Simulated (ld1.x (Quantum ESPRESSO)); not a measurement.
# An all-electron radial function and its pseudo partner (Hf (Z = 72))

Columns: radius, all-electron u(r) and pseudo u(r) of the 6p shell (level -1.28 eV) of hafnium in the configuration [Kr] 4d10 4f14 5s2 5p6 5d2 6s2 6p0; BLYP, scalar-relativistic, PAW scheme, ld1.x (Quantum ESPRESSO) 7.5.

```tsv
r (bohr)	all-electron	pseudo
0.120	-0.0581	-0.0172
0.240	0.0033	-0.0655
0.360	0.1050	-0.1359
0.480	0.0778	-0.2152
0.600	-0.0113	-0.2891
0.720	-0.0987	-0.3448
0.840	-0.1584	-0.3733
0.960	-0.1862	-0.3708
1.080	-0.1867	-0.3390
1.200	-0.1666	-0.2842
1.320	-0.1324	-0.2151
1.440	-0.0893	-0.1406
1.560	-0.0415	-0.0684
1.680	0.0082	-0.0029
1.800	0.0576	0.0546
1.920	0.1054	0.1051
2.040	0.1508	0.1508
2.160	0.1931	0.1931
2.280	0.2321	0.2321
2.400	0.2677	0.2677
2.520	0.2999	0.2999
2.640	0.3286	0.3286
2.760	0.3542	0.3542
2.880	0.3766	0.3766
3.000	0.3962	0.3962
3.120	0.4129	0.4129
```

Task: How many radial nodes do the two functions have?

Result: The all-electron 6p function has n − l − 1 = 4 (the table is too coarse to show those close to the nucleus); the pseudo-wave has 1, since 1 lower shell of the same l stays in the valence.

Task: At about which radius was the pseudo-wave matched?

Result: 2.10 bohr. The columns agree to 0.0005 from 1.92 bohr on; several derivatives are matched, so the curves merge somewhat inside the radius.

Task: Is the pseudo-wave norm-conserving?

Result: No, it belongs to a PAW set: the norm inside the radius is not constrained, and the difference is carried by the augmentation charge.
